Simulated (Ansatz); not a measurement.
Isolated molecules relaxed with PBE0-D4/def2-TZVP in Ansatz; ΔE leaves out vibrations. CCSD(T)/CBS adds triple-zeta CCSD(T) − MP2 to the extrapolated MP2 energy (def2 sets, frozen cores). For Ge outer-core shells are correlated without core-valence functions, which leaves a few kJ/mol of doubt a bond. Scalar relativity is left out up to krypton. Each species was taken in one conformer, which may not be the lowest.

`[CH3][GeH3]` + `BNCC` → `BN(C)CC` + GeH₄  (substitution at a C–Ge bond)

`[CH3][GeH3]`:

```xyz
8

C     0.415   -0.177   -0.933
Ge   -0.367    0.156    0.826
H     0.507   -1.249   -1.109
H    -0.214    0.252   -1.714
H     1.406    0.274   -0.998
H    -1.764   -0.483    0.922
H    -0.503    1.669    1.075
H     0.521   -0.443    1.930
```

`BNCC`:

```xyz
12

B     0.770   -1.412    1.203
N     0.772   -0.241    0.468
C     0.028    0.033   -0.743
C    -0.976    1.157   -0.571
H     1.435   -1.474    2.197
H     0.103   -2.334    0.823
H     1.325    0.541    0.788
H    -0.481   -0.890   -1.027
H     0.721    0.279   -1.556
H    -0.481    2.088   -0.279
H    -1.511    1.345   -1.505
H    -1.706    0.908    0.202
```

`BN(C)CC`:

Z-matrix (Å, degrees):
```
C
N 1 1.447
H 1 1.096 2 110.8
H 1 1.096 2 110.8 3 119.3
H 1 1.088 2 109.9 3 -120.3
C 2 1.455 1 111.5 3 -59.6
B 2 1.386 1 122.0 3 120.4
C 6 1.510 2 115.7 1 -179.6
H 6 1.099 2 108.0 1 -56.6
H 6 1.099 2 108.0 1 57.3
H 7 1.194 2 120.9 1 -180.0
H 7 1.198 2 118.0 1 0.1
H 8 1.092 6 109.0 2 179.8
H 8 1.091 6 111.7 2 60.3
H 8 1.091 6 111.7 2 -60.6
```

GeH₄:

Z-matrix (Å, degrees):
```
Ge
H 1 1.534
H 1 1.534 2 109.5
H 1 1.534 2 109.5 3 -120.0
H 1 1.534 2 109.5 3 120.0
```

```tsv
species	CCSD(T)/CBS(def2) energy (Eh)
`[CH3][GeH3]`	-2117.76728
`BNCC`	-160.44809
`BN(C)CC`	-199.69839
GeH₄	-2078.49493
```

Q: Work out ΔE.

A: ΔE = (-199.69839) + (-2078.49493) − (-2117.76728) − (-160.44809) = 0.02205 Eh = +13.8 kcal/mol.

Q: What do rigid-rotor, harmonic-oscillator terms from PBE0-D4/def2-TZVP frequencies (298.15 K, 1 bar) make of the CCSD(T)/CBS value? (Estimate.)

A: The calculation gave: ΔZPE = -0.9 kcal/mol, ΔH = +12.8 kcal/mol, ΔS = -29 J/(mol·K), ΔG = +14.8 kcal/mol.

Largest T1 diagnostic among the species: 0.012.

Leaving LDA and LC-ωPBE aside and taking each functional with its dispersion term where it has one, the values, not all of them listed here, spread over 2.1 kcal/mol, from revPBE-D4 to B2PLYP. LDA lies −3.8 kcal/mol from PBE without D4. In def2-TZVPP, CCSD(T) changes the Hartree–Fock value by −1.7 kcal/mol (the triples alone add −0.4 kcal/mol) and MP2 by −0.9 kcal/mol.
